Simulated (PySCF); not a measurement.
# Si5H12

Si5H12 is a small molecule, neutral, singlet. The structure, one conformer, was relaxed in the gas phase by PBE0-D3(BJ)/def2-SVP. No frequency run checks that it is a minimum.

SMILES: [SiH3][Si]([SiH3])([SiH3])[SiH3]

```xyz
17

Si    0.050    1.911   -1.379
Si   -0.016    0.011   -0.010
Si   -1.950    0.055    1.312
Si    1.868   -0.012    1.380
Si   -0.033   -1.924   -1.330
H     1.264    1.870   -2.252
H     0.102    3.145   -0.536
H    -1.168    1.967   -2.245
H    -1.966    1.287    2.161
H    -3.168    0.052    0.444
H    -1.988   -1.146    2.203
H     1.890    1.215    2.236
H     1.843   -1.218    2.265
H     3.115   -0.046    0.555
H    -1.223   -1.921   -2.235
H    -0.095   -3.136   -0.456
H     1.207   -1.993   -2.163
```
Atom numbers follow the order of the file, from 1.

Shieldings: GIAO PBE0/pcSseg-1. Shifts are against computed references at the same level: H TMS (σ 31.27 ppm), Si TMS (σ 352.0 ppm). Core levels by delta-SCF with SCAN, pcX-2 on the ionised atom and pcseg-1 elsewhere, spin-free X2C (2p3/2 is the spin-free 2p value less a third of a first-order spin-orbit splitting); from the vacuum level, for chosen atoms.

Task: Give the NMR and core-level values of the distinct atoms.

Result: 
```
          atoms   bonded to  σ (ppm)  δ (ppm)  core level (eV)
Si1 Si3 Si4 Si5  1 Si + 3 H    450.6    -98.6     2p3/2 106.36
            Si2        4 Si    511.1   -159.1     2p3/2 105.65
       H6 H7 H8        1 Si    27.51     3.76                -
     H9 H10 H11        1 Si    27.52     3.75                -
    H12 H13 H14        1 Si    27.52     3.75                -
    H15 H16 H17        1 Si    27.51     3.75                -
```

Values are those of this one static structure, with the three H of a rotating XH3 group averaged; atoms that internal rotation interchanges would show their mean in an NMR spectrum.

Task: Which of Si1, Si2 holds its core electrons tightest, and by how much against the loosest?

Result: Si1 (bonded to 1 Si + 3 H), by 0.71 eV over Si2 (bonded to 4 Si).

Task: By CAM-B3LYP/def2-SVPD (TDDFT singlets, Tamm-Dancoff triplets), where does absorption start?

Result: The first singlet with intensity lies at 6.89 eV (f 0.007); what lies below it is dark. The lowest singlet lies at 6.69 eV (f 0.000), the strongest of the first 6 at 6.89 eV (f 0.008), the lowest triplet at 6.05 eV.
